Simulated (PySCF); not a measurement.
A PySCF script (with the pyscf-properties extension) for the NMR shieldings of SMILES C#C[C+]1C=CC(=C)[C@H]1F, [C$_{8}$H$_{6}$F]+, on a GFN2-xTB geometry:

```python
import basis_set_exchange as bse
import numpy as np
from pyscf import gto, dft
from pyscf.prop import nmr

atoms = """
C     3.402916    0.425773   -0.876617
C     2.297871    0.169809   -0.449837
C     1.021962   -0.087136    0.001406
C     0.628430   -0.449308    1.293157
C    -0.751702   -0.439623    1.380558
C    -1.341477   -0.064178    0.137671
C    -2.629370    0.223678   -0.117099
C    -0.201630    0.007805   -0.869537
F    -0.231130    1.083522   -1.691016
H     4.370990    0.643166   -1.236453
H     1.308914   -0.664648    2.098801
H    -1.319424   -0.685403    2.263143
H    -2.959353    0.489837   -1.109540
H    -3.364924    0.243666    0.671469
H    -0.236487   -0.888970   -1.518019
"""
names = dict.fromkeys(["C", "F", "H"], "pcSseg-1")
basis = {el: gto.basis.parse(bse.get_basis(n, elements=[el], fmt="nwchem")) for el, n in names.items()}
mol = gto.M(atom=atoms, basis=basis, charge=1, verbose=0)
mf = dft.RKS(mol, xc="PBE0")
mf.grids.level = 2
mf.grids.alignment = dft.numint.BLKSIZE   # the property module wants whole blocks of grid points
mf.conv_tol = 1e-9
mf.kernel()

calc = nmr.RKS(mf)   # GIAO
C = mf.mo_coeff
Co = C[:, mf.mo_occ > 0]
resp = mf.gen_response(singlet=True, hermi=2)
def vind(x):   # induced exchange potential for any number of trial vectors
    d = np.einsum("pi,xij,qj->xpq", C, 2 * x.reshape(-1, C.shape[1], Co.shape[1]), Co, optimize=True)
    return np.einsum("xpq,pi,qj->xij", resp(d - d.transpose(0, 2, 1)), C, Co, optimize=True).ravel()
mo1, _ = nmr.rhf.solve_mo1(calc, with_cphf=vind)
sigma = calc.kernel(mo1)
for i, s in enumerate(sigma):   # ppm
    w = np.linalg.eigvalsh((s + s.T) / 2)
    print("%2d %-2s iso %8.1f  s11 %8.1f  s22 %8.1f  s33 %8.1f" % (i, mol.atom_pure_symbol(i), w.mean(), *w))
```

**Question.** What are the results?

**Answer.** 
```
 0 C  iso     -6.4  s11    -26.3  s22    -14.1  s33     21.1
 1 C  iso     93.2  s11      5.4  s22     16.2  s33    257.9
 2 C  iso    -21.1  s11   -152.6  s22    -48.3  s33    137.6
 3 C  iso     31.2  s11    -51.3  s22     -4.2  s33    149.1
 4 C  iso    -11.2  s11   -114.4  s22    -60.7  s33    141.3
 5 C  iso     27.7  s11    -70.7  s22     17.9  s33    135.8
 6 C  iso     22.0  s11    -77.7  s22    -29.8  s33    173.3
 7 C  iso     85.1  s11     63.3  s22     76.6  s33    115.4
 8 F  iso    389.0  s11    347.3  s22    401.5  s33    418.3
 9 H  iso     22.5  s11     20.3  s22     23.3  s33     24.0
10 H  iso     23.7  s11     21.9  s22     22.2  s33     27.0
11 H  iso     22.2  s11     18.4  s22     22.4  s33     25.6
12 H  iso     23.6  s11     19.5  s22     23.0  s33     28.2
13 H  iso     23.6  s11     20.4  s22     23.5  s33     26.9
14 H  iso     25.4  s11     23.4  s22     24.4  s33     28.3
```

These numbers come from an equivalent density-fitted implementation of the same equations, which agrees with the script to about 0.01 ppm for H and up to a few tenths of a ppm for heavy atoms, so last digits may differ.

**Question.** Turn these shieldings into chemical shifts. Chemical shifts δ = σref − σ; ¹³C (186.93 ppm), ¹H (31.72 ppm) vs TMS; CFCl3 for ¹⁹F (170.95 ppm), all at this level.

**Answer.** Averaging equivalent atoms: C 2: 208.0; C 4: 198.2; C 0: 193.3; C 6: 165.0; C 5: 159.2; C 3: 155.7; C 7: 101.8; C 1: 93.7; F 8: -218.1; H 11: 9.56; H 9: 9.18; H 12: 8.14; H 13: 8.14; H 10: 8.01; H 14: 6.35 ppm. Unscaled 19F shifts against computed CFCl3 carry errors that often reach 10 to 50 ppm.

Size and cost of the density-fitted run: 183 basis functions, 57 s wall time on 1 thread of an Arm Neoverse N1, shared host; peak memory 0.83 GiB.
